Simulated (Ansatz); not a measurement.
From Sn(OH)4 to SnF4: predicting a member

Gas-phase molecules. On one Sn centre, n of the OH ligands are replaced by F. The atomisation energy (no zero-point term) y in kJ/mol at CCSD(T)/def2-TZVPP. Shapes: PBE0-D4/def2-TZVP. Flexible molecules stand in one conformer, not always the lowest. Programs: Ansatz 0.2.0.

```
 molecule  n  y (kJ/mol)
  Sn(OH)4  0        3075
 Sn(OH)3F  1        2728
Sn(OH)2F2  2           ?
     SnF4  4        1662
```

**Question.** Fit y = c + s·n to the known rows and predict Sn(OH)2F2.

**Answer.** 
1. Means of the 3 rows: n = 1.66667, y = 2488.3.
2. Σ(Δn)² = 8.6667, Σ(Δn·Δy) = -3065.7, so the slope is -3065.7/8.6667 = -353.73.
3. Intercept: 2488.3 − (-353.73) × 1.66667 = 3077.9. The largest residual of the fit is 3.8.
4. Sn(OH)2F2: 3077.9 + (-353.73) × 2 = 2370 kJ/mol.

The run gave 2378 kJ/mol, so the prediction is off by -8 kJ/mol, more than the largest residual. The steps are nearly additive. The slope is the difference between a Sn–F and a Sn–OH bond with the ligands’ own bonds. Other levels give for Sn(OH)2F2: HF/def2-SVP 1456; r2SCAN-D4/def2-TZVPP 2448; r2SCAN0-D4/def2-TZVPP 2336 kJ/mol. Coupled cluster in double- or triple-zeta sets underbinds by a few per cent against its basis-set limit. For atoms past krypton def2 sets carry core potentials with scalar relativity. Outer-core shells of Sn are correlated, in sets that cover them unevenly.
